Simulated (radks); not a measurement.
Isoelectronic series with 19 electrons, each ion in its NIST ground configuration. All-electron calculation, scalar-relativistic Kohn-Sham, r2SCAN, spin-unpolarised, spherical densities, finite nucleus; meta-GGA in the generalised Kohn-Sham scheme; Fermi nuclear charge, rms radius of each element as measured or else 0.836 A^(1/3) + 0.57 fm. Program: a radial shooting solver on a logarithmic mesh with Libxc functionals. Total energies (hartree) and mean radii <r> (bohr) (* marks an orbital that is empty in some or all of the ions):

ion    configuration  E (hartree)    4s*      3p      3s      2p
K           [Ar] 4s1   -602.26821  5.205   1.432   1.271  0.3500
Ca+         [Ar] 4s1   -680.27905  3.698   1.266   1.156  0.3273
Sc2+        [Ar] 3d1   -763.52680  3.149   1.164   1.075  0.3072
Ti3+        [Ar] 3d1   -852.00990  2.673   1.057  0.9937  0.2895
V4+         [Ar] 3d1   -945.66325  2.343  0.9692  0.9230  0.2737
Cr5+        [Ar] 3d1  -1044.49014  2.095  0.8951  0.8615  0.2595
Mn6+        [Ar] 3d1  -1148.49896  1.901  0.8319  0.8076  0.2467
Fe7+        [Ar] 3d1  -1257.70095  1.742  0.7774  0.7601  0.2351
Co8+        [Ar] 3d1  -1372.10915  1.610  0.7297  0.7178  0.2245
Ni9+        [Ar] 3d1  -1491.73844  1.498  0.6877  0.6800  0.2147
Cu10+       [Ar] 3d1  -1616.60426  1.402  0.6503  0.6459  0.2058
Zn11+       [Ar] 3d1  -1746.72433  1.318  0.6169  0.6151  0.1976
Ga12+       [Ar] 3d1  -1882.11664  1.243  0.5868  0.5871  0.1899
Ge13+       [Ar] 3d1  -2022.80053  1.177  0.5595  0.5614  0.1829
As14+       [Ar] 3d1  -2168.79678  1.118  0.5346  0.5379  0.1763
Se15+       [Ar] 3d1  -2320.12629  1.065  0.5119  0.5163  0.1702
Br16+       [Ar] 3d1  -2476.81170  1.016  0.4911  0.4963  0.1644
